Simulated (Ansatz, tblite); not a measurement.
Two members of one family ((CuO)n off), computed with Ansatz in the gas phase. The two geometries come from different levels. HOMO and LUMO are taken over both spins. Binding counts from free atoms in the multiplicity of their measured ground term, without zero-point energy. Singlets are spin-restricted. The structures are stationary points that may keep the symmetry of their start.

First: Cu2O (singlet, charge 0, r2SCAN-D4/def2-TZVP geometry).

```xyz
3

Cu   -1.206   -0.469    0.077
Cu    1.196   -0.171    0.468
O     0.010    0.640   -0.545
```

| level | HOMO (eV) | LUMO (eV) | gap (eV) | binding per atom (eV) |
| --- | --- | --- | --- | --- |
| PBE-D4/def2-SVP | -4.12 | -3.06 | 1.06 | 2.38 |
| PBE-D4/def2-TZVP | -4.67 | -3.49 | 1.18 | 2.09 |
| r2SCAN-D4/def2-TZVP | -4.78 | -3.22 | 1.56 | 2.02 |
| PBE0-D4/def2-SVP | -5.46 | -1.97 | 3.49 | 1.91 |
| PBE0-D4/def2-TZVP | -5.95 | -2.35 | 3.59 | 1.73 |

The relaxed triplet lies at 0.96 eV (BLYP-D4/def2-TZVP) to 1.43 eV (LC-ωPBE/def2-TZVP) from the singlet. The relaxed quintet lies at 2.88 eV (r2SCAN-D4/def2-TZVP) to 3.91 eV (ωB97X-V/def2-TZVP) from the singlet.

Second: Cu3O2 (doublet, charge 0, B3LYP-D4/def2-SVP geometry).

```xyz
5

Cu   -1.181    0.324   -0.655
Cu    0.678    0.969    0.728
Cu    0.502   -1.292   -0.073
O     0.728    0.348   -1.140
O    -0.728   -0.348    1.140
```

**Question.** What does the change do? Estimate second minus first.

**Answer.** 
```json
{"level": "PBE-D4/def2-SVP", "Δ HOMO (eV)": "0.27", "Δ LUMO (eV)": "-0.07", "Δ gap (eV)": "-0.34", "Δ binding per atom (eV)": "0.51"}
{"level": "PBE-D4/def2-TZVP", "Δ HOMO (eV)": "0.12", "Δ LUMO (eV)": "-0.34", "Δ gap (eV)": "-0.46", "Δ binding per atom (eV)": "0.43"}
{"level": "r2SCAN-D4/def2-TZVP", "Δ HOMO (eV)": "0.14", "Δ LUMO (eV)": "-0.29", "Δ gap (eV)": "-0.44", "Δ binding per atom (eV)": "0.45"}
{"level": "PBE0-D4/def2-SVP", "Δ HOMO (eV)": "0.26", "Δ LUMO (eV)": "-0.05", "Δ gap (eV)": "-0.30", "Δ binding per atom (eV)": "0.49"}
{"level": "PBE0-D4/def2-TZVP", "Δ HOMO (eV)": "0.10", "Δ LUMO (eV)": "-0.25", "Δ gap (eV)": "-0.35", "Δ binding per atom (eV)": "0.40"}
```
